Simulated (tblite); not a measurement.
C7H8BrOP.
Bonds: C1–O2, O2–C3, C3–C4 (aromatic), C4–C5 (aromatic), C5–C6, C5–C7 (aromatic), C7–C8 (aromatic), C8–Br9, C8–P10 (aromatic), C3–P10 (aromatic). Hydrogens: H11, H12, H13 on C1; H14 on C4; H15, H16, H17 on C6; H18 on C7.

Computed with GFN2-xTB (tblite), gas phase: L-BFGS steps from a force-field or distance-geometry start until the largest atomic force falls under 0.01 eV/Å.

Geometry at step 12:
```
atom  x, y, z in Å
C1      3.3418    0.4658    0.5136
O2      2.2003   -0.3481    0.5736
C3      1.0044    0.1431    0.1807
C4     -0.0282   -0.7842    0.2734
C5     -1.3464   -0.5564   -0.0709
C6     -2.3472   -1.6627    0.0628
C7     -1.7579    0.6789   -0.5717
C8     -0.8905    1.7327   -0.7354
Br9    -1.6079    3.3728   -1.4456
P10     0.8188    1.7929   -0.3805
H11     3.2545    1.3399    1.1675
H12     4.1446   -0.1842    0.8577
H13     3.5424    0.8078   -0.5067
H14     0.2625   -1.7578    0.6426
H15    -2.0832   -2.3257    0.8824
H16    -3.3422   -1.2661    0.2484
H17    -2.3788   -2.2531   -0.8543
H18    -2.7956    0.8107   -0.8491
```

**Question.** What forces act on the atoms?

**Answer.** 
```csv
atom,Fx (eV/Å),Fy (eV/Å),Fz (eV/Å)
C1,-0.034,-0.034,0.013
O2,0.012,-0.071,0.036
C3,-0.043,-0.008,-0.004
C4,-0.028,-0.031,-0.006
C5,-0.046,0.025,-0.043
C6,-0.033,0.003,0.042
C7,0.036,0.038,-0.026
C8,0.035,0.027,0.004
Br9,0.088,-0.109,0.066
P10,-0.062,0.038,-0.053
H11,-0.042,-0.004,0.014
H12,0.135,0.137,-0.014
H13,-0.027,-0.005,-0.035
H14,-0.034,-0.029,0.017
H15,0.043,-0.027,-0.008
H16,-0.019,0.016,-0.049
H17,-0.002,0.034,0.022
H18,0.022,-0.001,0.024
```

The largest, 0.19 eV/Å, acts on H12; the rms over all components is 0.045 eV/Å. The forces sum to zero within rounding, as they must for an isolated molecule in no field.

**Question.** Give the force on H12 in Eh/bohr and in nN.

**Answer.** 0.193 eV/Å ÷ 51.422 = 0.00375 Eh/bohr, and 0.193 eV/Å × 1.602 = 0.31 nN.

**Question.** How far is this geometry from the end of the optimisation?

**Answer.** 0.022 eV above it, and 0.059 Å rms away after alignment. The bonds farthest from their final lengths, with half the difference of the two atoms' forces along the bond (positive lengthens):

```json
{"bond": "C8–Br9", "now (Å)": "1.926", "final (Å)": "1.917", "force along bond (eV/Å)": "-0.08"}
{"bond": "C8–P10", "now (Å)": "1.747", "final (Å)": "1.740", "force along bond (eV/Å)": "-0.05"}
{"bond": "C3–P10", "now (Å)": "1.752", "final (Å)": "1.756", "force along bond (eV/Å)": "+0.03"}
{"bond": "O2–C3", "now (Å)": "1.351", "final (Å)": "1.355", "force along bond (eV/Å)": "+0.04"}
{"bond": "C4–C5", "now (Å)": "1.381", "final (Å)": "1.384", "force along bond (eV/Å)": "+0.02"}
{"bond": "C1–H13", "now (Å)": "1.095", "final (Å)": "1.096", "force along bond (eV/Å)": "+0.03"}
```

The angle farthest from its final value is C1–O2–C3, 119.8° against 117.1°.
